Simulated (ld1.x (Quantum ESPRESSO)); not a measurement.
## Before and after: TM potential for caesium (Cs)

ld1.x (Quantum ESPRESSO) 7.5 input, shortened:

```
&input
   title='Cs', zed=55., rel=2, dft='WC', iswitch=3,
   config='[Xe] 5d0 6s1 6p0', rel_dist='average'
 /
 &inputp
   pseudotype=2, tm=.true., lloc=0,
   nlcc=.true.
 /
3
6P  2  1   0.00   0.00  3.35  3.35  0.0
5D  3  2   0.00   0.00  4.20  4.20  0.0
6S  1  0   1.00   0.00  4.20  4.20  0.0
 &test
   configts(1)='5d0 6s1 6p0'
 /
```

Open shells are filled in proportion to 2j + 1 (rel_dist='average').

Change: local potential all-electron potential smoothed inside 3.40 bohr (lloc = -1).

Cutoffs: the cutoffs (Ry, on a coarse ladder) from which the occupation-weighted sum of valence levels, in a spherical-Bessel basis at the reference potential, stays within 10 and 1 mRy of its value at 400 Ry; they do not see the model core or the augmentation charge, which bear on the density cutoff. Errors are all-electron minus pseudo energies relative to the spin-unpolarised reference configuration.

Problem. What does the change do?

Solution. Both files are so soft that the ladder of cutoffs tells neither apart; the bound ghosts move from p to p, s; the number of tests that count goes from 4 to 3; the errors of the 3 common tests hardly move; the range in which the p1/2 phases agree narrows (upper end 1.2 → -0.0); the range in which the p3/2 phases agree narrows (upper end 1.1 → 0.1). In the separable form a ghost depends on how the local part lies against the semilocal potential of the channel, so the choice of the local part can create or remove one.

```tsv
quantity	base	changed
cutoff, loose	6 Ry	6 Ry
cutoff, tight	6 Ry	6 Ry
bound ghosts	p1/2, p3/2	p1/2, p3/2, s
tests counted (converged, no solver errors)	4 of 4	3 of 4
error for 5d0 6s0.5 6p0, meV [ΔE 1.42 eV]	-2.2	-2.5
error for 5d1 6s0 6p0, meV [ΔE 1.63 eV]	+2.6	+2.7
error for 5d0.5 6s0.5 6p0, meV [ΔE 0.83 eV]	+0.4	+0.5
s: phases at 4.53 bohr within 0.05 rad from the reference energy up to (Ry; the scan ends near 5)	n/a	n/a
p1/2: phases at 4.53 bohr within 0.05 rad from the reference energy up to (Ry; the scan ends near 5)	1.2	-0.0
p3/2: phases at 4.53 bohr within 0.05 rad from the reference energy up to (Ry; the scan ends near 5)	1.1	0.1
d3/2: phases at 4.53 bohr within 0.05 rad from the reference energy up to (Ry; the scan ends near 5)	0.7	3.3
d5/2: phases at 4.53 bohr within 0.05 rad from the reference energy up to (Ry; the scan ends near 5)	0.7	2.9
```

Base: The cutoffs count occupied waves only; the empty 6p level needs 25 Ry at the loose tolerance. Changed file: Tests not counted: 5d0 6s0 6p1 (solver errors, printed error -397 meV). A true bound ghost makes a file unfit for plane-wave use even where its test errors are small: the radial tests pick states by their node count and pass the ghost by.
